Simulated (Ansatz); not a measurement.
HLiO (SMILES [Li][OH]) moved off its minimum; all values from Ansatz (a quantum-chemistry and plane-wave program), cores frozen in correlated methods.
(charge 0, multiplicity 1)
```xyz
3

Li    -0.0292    -0.0336    -1.2751
O     -0.0160    -0.0277     0.3134
H      0.0196     0.0022     1.2697
```

| level | largest force (eV/Å) | on atom | rms difference from CCSD(T)/aug-cc-pVTZ (eV/Å) | dipole (D) |
|---|---|---|---|---|
| HF/def2-TZVPP | 1.63 | H3 | 0.541 | 4.64 |
| PBE/def2-TZVPP | 0.13 | O2 | 0.271 | 4.13 |
| r2SCAN/def2-TZVPP | 0.45 | H3 | 0.127 | 4.36 |
| B3LYP/def2-TZVPP | 0.41 | H3 | 0.188 | 4.26 |
| wB97M-V/def2-TZVPP | 0.50 | H3 | 0.148 | 4.32 |
| MP2/aug-cc-pVTZ | 0.54 | O2 | 0.030 | 4.63 |
| CCSD(T)/aug-cc-pVTZ | 0.53 | O2 | 0.000 | 4.65 |

The differences count from one level among others, with limits of its own. Forces at CCSD(T)/aug-cc-pVTZ (eV/Å):

```csv
atom,Fx,Fy,Fz
Li1,-0.008,-0.007,-0.201
O2,0.031,0.027,0.530
H3,-0.023,-0.020,-0.329
```
